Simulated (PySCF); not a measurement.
## HgH: energy against distance

Set-up: Hg cc-pVDZ-PP with ECP60, H cc-pVDZ; scalar-relativistic core potentials (PySCF 2.14). Energies in eV from Hg + H in their ground configurations at the same level. State: ²Σ⁺ (doublet), unpaired electrons σ ↑.

```csv
R (Å),PBE0
1.520,-0.1292
1.591,-0.3157
1.662,-0.4157
1.715,-0.4500
1.768,-0.4588
1.821,-0.4492
1.892,-0.4170
1.980,-0.3594
2.086,-0.2827
2.228,-0.1893
```

Q: Put a parabola through the three lowest points of the PBE0 curve and estimate Re, k and ωe (reduced mass 1.003 u; 1 eV/Å² = 0.16022 mdyn/Å; ωe = 1302.8·√(k/μ) cm⁻¹).

A: Through R = 1.715, 1.768, 1.821 Å the second-order coefficient is 3.28 eV/Å², so Re ≈ 1.767 Å, k ≈ 1.05 mdyn/Å and ωe ≈ 1333 cm⁻¹. A polynomial fit of higher order to the unrounded PBE0 energies gives Re = 1.764 Å, k = 1.07 mdyn/Å, ωe = 1348 cm⁻¹; anharmonicity and rounding make the difference.

The higher-order fit for each curve: PBE0: Re = 1.764 Å, ωe = 1348 cm⁻¹, De = 0.459 eV.

Spin–orbit coupling is left out. The state is the lowest determinant that a PBE0 search found; another state may lie lower at other levels.
